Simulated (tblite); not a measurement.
Species: C3H10NOSi2 (doublet state).
Cartesian coordinates in Å at the GFN2-xTB level; atoms count from 1:
```
atom  x, y, z in Å
C1    -1.6574    1.2519    0.3694
C2    -1.4922   -0.0913   -0.3106
C3    -0.8679   -1.1824    0.5632
Si4    0.4884   -1.1884   -0.7750
N5     2.0630   -0.6008   -0.4215
Si6    2.4588    0.9902    0.1662
O7    -0.5051   -0.0055   -1.3534
H8    -1.9588    2.0029   -0.3568
H9    -2.4146    1.1829    1.1471
H10   -0.7100    1.5537    0.8121
H11   -2.4339   -0.4047   -0.7718
H12   -1.4863   -2.0684    0.6621
H13   -0.6014   -0.8258    1.5539
H14    0.5783   -2.3599   -1.6378
H15    2.8014   -1.2816   -0.4400
H16    3.9194    1.0466    0.1862
H17    1.8112    1.9925   -0.6658
```

Computed with GFN2-xTB (tblite): harmonic, unscaled wavenumbers at the GFN2-xTB geometry, gas phase. Errors from tens to a few hundred cm⁻¹ against measured bands are possible. Modes of hydrogen on silicon can be 10 to 20 % off. One conformer, not necessarily the lowest. Open shells enter through the occupations alone, without spin polarisation, and single modes of such species can be off by tens of per cent.

Harmonic wavenumbers (cm⁻¹): 43.7, 50.9, 99.0, 126.3, 182.6, 216.9, 295.0, 302.0, 339.8, 414.8, 522.1, 563.7, 584.5, 606.5, 645.5, 707.7, 729.0, 735.3, 788.2, 873.7, 892.8, 947.9, 979.5, 991.5, 1075.6, 1131.2, 1167.1, 1177.3, 1180.3, 1263.2, 1320.6, 1394.4, 1465.9, 1476.6, 1494.4, 2256.9, 2303.1, 2317.2, 2919.9, 3016.4, 3022.1, 3030.2, 3032.1, 3037.1, 3502.3.

A = 2771, B = 1333, C = 1065 MHz; mass 132.030 u (most abundant isotopes); point group C1, symmetry number 1; spin multiplicity 2.

Question: Zero-point energy?

Answer: Half the sum of the wavenumbers: 27611 cm⁻¹ = 330.31 kJ/mol.

Question: Give the ideal-gas entropy at 298.15 K and 1 bar in the rigid-rotor, harmonic-oscillator model (classical rotation).

Answer: Translation 169.76, rotation 120.47, vibration 125.77, spin (R ln 2) 5.76: S = 421.8 J/(mol K).

Question: And Cp and H(298.15 K) − H(0)?

Answer: Cp = 160.51 J/(mol K), of which vibrations give 127.25 (their classical limit is 45 R = 374.2); H(298.15 K) − H(0) = 29.27 kJ/mol without the zero-point energy, 19.36 from vibrations.

Question: What must be added to the electronic energy to get the Gibbs energy at 298.15 K and 1 bar?

Answer: ZPE + [H(298.15 K) − H(0)] − T·S = 330.31 + 29.27 − 125.75 = 233.83 kJ/mol.

Question: Which modes carry the vibrational entropy at 298.15 K?

Answer: 43.7 cm⁻¹: 21.27; 50.9 cm⁻¹: 20.01; 99.0 cm⁻¹: 14.53; 126.3 cm⁻¹: 12.56; 182.6 cm⁻¹: 9.63; 216.9 cm⁻¹: 8.30 J/(mol K); the other 39 give 39.47 together.

Question: Blend soft modes into free rotors: weight 1/[1 + (100 cm⁻¹/ν̃)⁴] for the oscillator and the rest for a rotor with moment μB/(μ + B), μ = h/(8π²ν), B = 10⁻⁴⁴ kg m². What vibrational entropy results?

Answer: 113.49 J/(mol K) in place of 125.77, which changes −T·S at 298.15 K by +3.66 kJ/mol.

Hindered rotation and anharmonicity are outside this model. Other conformers, if any are populated, would add a mixing term that is left out. The structure is chiral; the term R ln 2 for an equal mix with its mirror image is left out.
